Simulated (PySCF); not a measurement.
**Spin states of CaO**

Unrestricted PBE0; basis Ca x2c-TZVPPall, O x2c-TZVPPall; spin-free X2C with a Gaussian nucleus; PySCF 2.14. Outer shells of the fragments: Ca 4s2; O 2s2 2p4.

Followed along the bond (rough minima from three points):

| 2Ms+1 | unpaired | ⟨S²⟩ at the start | R at minimum (Å) | Te (eV) |
| --- | --- | --- | --- | --- |
| 1 | none | 0.00 | 1.81 | 0.00 |
| 3 | σ ↑, π ↑ | 2.00 | 2.07 | 0.77 |
| 1 | σ ↓, π ↑ | 1.00 | 2.07 | 0.79 |

Solutions found at the starting distance of 2.190 Å, counted from the lowest of them; the search is not exhaustive and high or unbound solutions are not listed, so other states can lie among these:

| 2Ms+1 | unpaired | term | E (eV) | ⟨S²⟩ | ⟨Lz²⟩ | μ (D) |
| --- | --- | --- | --- | --- | --- | --- |
| 3 | σ ↑, π ↑ | ³Π | 0.00 | 2.00 | 1.01 | -3.84 |
| 1 | σ ↓, π ↑ | mixed | 0.01 | 1.00 | 1.01 | -3.85 |
| 1 | none | ¹Σ⁺ | 0.27 | 0.00 | 0.00 | -9.95 |
| 3 | π ↑↑ | mixed | 1.77 | 2.00 | 2.01 | -3.80 |
| 1 | π ↑↓ | mixed | 1.80 | 1.01 | 2.01 | -3.76 |
| 3 | π ↑↑ | mixed | 1.81 | 2.00 | 2.01 | -3.79 |
| 1 | π ↑, δ ↓ | mixed | 2.43 | 1.01 | 5.01 | -7.54 |
| 3 | π ↑, δ ↑ | mixed | 2.43 | 2.00 | 5.01 | -7.58 |
| 1 | π ↑, δ ↓ | mixed | 2.43 | 1.01 | 5.00 | -7.53 |
| 3 | π ↑, δ ↑ | mixed | 2.43 | 2.00 | 4.98 | -7.55 |

A term symbol is given only where ⟨S²⟩ and ⟨Lz²⟩ are close to those of a pure state; real π, δ and φ orbitals otherwise mix terms. A positive dipole means Ca(−)O(+).

Question: Compare the gap between the two lowest followed solutions at the starting distance with the gap between their minima.

Answer: At PBE0 the second solution (triplet, unpaired electrons σ ↑, π ↑) lies -0.27 eV from the first (singlet, closed shell) at 2.190 Å and +0.77 eV at the minima; the two curves relax by different amounts, since their minima lie near 2.07 and 1.81 Å.

Counting both spins, an empty level lies below a filled one in some of these solutions, because spin and occupation are held.
